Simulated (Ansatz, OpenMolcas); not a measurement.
**How methods differ on C3H4AlF (SMILES C#[C][Al]([CH3])[F])**

C3H4AlF has 9 atoms, charge 0, and is taken as a singlet. As SMILES, `C#[C][Al]([CH3])[F]`. Geometry: relaxed at PBE0-D4/def2-TZVP.

```jsonl
{"atom": "C", "x (Å)": "0.2148", "y (Å)": "2.7699", "z (Å)": "0.3442"}
{"atom": "C", "x (Å)": "0.3055", "y (Å)": "1.6313", "z (Å)": "-0.0550"}
{"atom": "Al", "x (Å)": "0.4066", "y (Å)": "-0.1783", "z (Å)": "-0.6266"}
{"atom": "C", "x (Å)": "-0.4384", "y (Å)": "-1.6622", "z (Å)": "0.2741"}
{"atom": "F", "x (Å)": "1.2862", "y (Å)": "-0.4603", "z (Å)": "-1.9934"}
{"atom": "H", "x (Å)": "0.1392", "y (Å)": "3.7762", "z (Å)": "0.6904"}
{"atom": "H", "x (Å)": "-1.1596", "y (Å)": "-2.1569", "z (Å)": "-0.3836"}
{"atom": "H", "x (Å)": "0.2989", "y (Å)": "-2.4198", "z (Å)": "0.5557"}
{"atom": "H", "x (Å)": "-0.9646", "y (Å)": "-1.3461", "z (Å)": "1.1773"}
```

Quantity: the energy change with the C4–H8 bond stretched from 1.094 to 1.969 Å, in eV. The values are calculated.

| level | kind | program | value (eV) | less CCSD(T)/cc-pVDZ | CPU time (all runs) |
| --- | --- | --- | --- | --- | --- |
| revPBE/cc-pVDZ (restricted) | GGA | OpenMolcas | 3.12 | -0.02 | 1.8 min |
| TPSS/cc-pVDZ (restricted) | meta-GGA | OpenMolcas | 3.19 | +0.05 | 2.4 min |
| M06-2X/cc-pVDZ (restricted) | hybrid meta-GGA | OpenMolcas | 3.50 | +0.36 | 1.9 min |
| PBE0/cc-pVDZ (restricted) | global hybrid | Ansatz | 3.43 | +0.29 | 8 s |
| B2PLYP/cc-pVDZ (restricted) | double hybrid | OpenMolcas | 3.37 | +0.23 | 79 s |
| BCCD(T)/cc-pVDZ (restricted) | coupled cluster or CI | Ansatz | 3.15 | +0.01 | 38 s |
| CCSD(T)/cc-pVDZ (restricted) | coupled cluster or CI | OpenMolcas | 3.14 | 0.00 | 3.8 min |
| CCSD/cc-pVDZ (restricted) | coupled cluster or CI | Ansatz | 3.24 | +0.10 | 22 s |

Differences are taken from CCSD(T)/cc-pVDZ (restricted) for orientation; it has basis-set and higher-order errors of its own. At this stretch a single reference begins to fail. The first shape isn't each level's own minimum. The values span 3.12 to 3.50 eV. CPU times are rough (shared hosts, several kinds of processor and program).
